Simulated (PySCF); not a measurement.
C₃H₉FSi.

```xyz
14

Si     0.9882    -0.4624     0.0368
F      2.4454     0.1051    -0.4763
C     -0.3035     0.8809    -0.2449
C     -1.6293     0.6797     0.5115
C     -2.3821    -0.5941     0.1176
H      0.7106    -1.7213    -0.7359
H      1.1059    -0.7782     1.5038
H      0.1751     1.8381     0.0581
H     -0.4868     0.9656    -1.3392
H     -2.2844     1.5613     0.3403
H     -1.4291     0.6660     1.6057
H     -1.8015    -1.5106     0.3567
H     -3.3515    -0.6742     0.6491
H     -2.5933    -0.6174    -0.9721
```

Geometry optimised at PBE-D3(BJ)/def2-SVP. Other conformers were not sampled.

Method: PBE0/pcSseg-1 (PySCF). Non-relativistic, no solvent.

Computed absolute GIAO shielding of each atom: isotropic value and principal components (ppm):
| atom | σ(iso) | σ11 | σ22 | σ33 | span |
|---|---|---|---|---|---|
| Si1 | 334.8 | 272.3 | 330.8 | 401.3 | 129.0 |
| F2 | 393.6 | 368.9 | 394.5 | 417.3 | 48.5 |
| C3 | 166.4 | 150.6 | 158.8 | 189.8 | 39.2 |
| C4 | 162.8 | 155.2 | 164.0 | 169.2 | 13.9 |
| C5 | 164.8 | 154.2 | 159.3 | 180.7 | 26.5 |
| H6 | 25.8 | 21.9 | 25.8 | 29.7 | 7.7 |
| H7 | 26.0 | 22.6 | 25.6 | 29.8 | 7.1 |
| H8 | 30.0 | 25.4 | 28.2 | 36.4 | 11.1 |
| H9 | 30.0 | 26.3 | 28.7 | 35.0 | 8.7 |
| H10 | 29.4 | 24.1 | 28.1 | 36.0 | 11.9 |
| H11 | 29.6 | 25.3 | 28.5 | 35.0 | 9.7 |
| H12 | 30.4 | 26.0 | 29.8 | 35.6 | 9.6 |
| H13 | 29.9 | 25.6 | 27.1 | 37.0 | 11.4 |
| H14 | 30.2 | 26.6 | 28.3 | 35.6 | 9.0 |
